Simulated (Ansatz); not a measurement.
# Pulling the pair apart

The pair of Ag⁺ (SMILES [Ag+], atom 1) and HBr (SMILES Br, atoms 2–3), both closed shells, in one local arrangement (a lower one may exist), relaxed at PBE0-D4/def2-TZVP:

```
atom    x (Å)    y (Å)    z (Å)
 Ag1   0.0331  -0.0260  -1.8429
 Br2   0.5115  -0.4009   0.6718
  H3  -0.5446   0.4269   1.1710
```

HBr is shifted rigidly along the line between the mean atom positions of the two fragments (negative: closer). Counterpoise interaction energies in kJ/mol. Computed with Ansatz 0.2.0 (basis: def2-TZVPPD); correlated methods freeze the cores. Filled d shells of the heavier atoms are correlated. Core potentials replace the inner electrons of the atoms past krypton. The def2 sets are not built for correlating such inner shells, so the correlated values are less sure here.

| shift (Å) | PBE-D4 | wB97M-V | PBE0-D4 |
| --- | --- | --- | --- |
| -0.26 | -111.5 | -76.5 | -91.0 |
| -0.13 | -125.2 | -93.8 | -106.3 |
| 0.00 | -127.8 | -99.1 | -110.0 |
| 0.13 | -124.0 | -97.3 | -107.1 |
| 0.31 | -113.3 | -88.5 | -97.3 |
| 0.65 | -89.2 | -66.6 | -74.7 |
| 1.29 | -51.0 | -33.6 | -39.5 |
| 2.59 | -20.2 | -10.4 | -11.8 |

(1) What does CCSD(T) give at these shifts? (An estimate is asked for; the value comes from the calculation.)

The T1 diagnostic stays at or below 0.011.

Results:

(1) The calculation gives: -61.0, -79.6, -86.0, -85.2, -77.9, -58.6, -29.7, -9.7 kJ/mol. For zero shift, CCSD(T) at an estimated basis limit (MP2 extrapolated from triple and quadruple zeta, plus CCSD(T) − MP2 in triple zeta) gives -104.4 kJ/mol. These are counterpoise interaction energies, counted from the two frozen fragments.

For scale, one of the runs: CCSD(T)/def2-TZVPPD, 130 basis functions, launched by `ansatz run in.yaml --threads 2 --pin off --events-out ev --progress --plain --max-ram 5222MiB`. Hardware: 2 CPU threads of an Arm Neoverse V1, shared host. Wall time about 14 s.
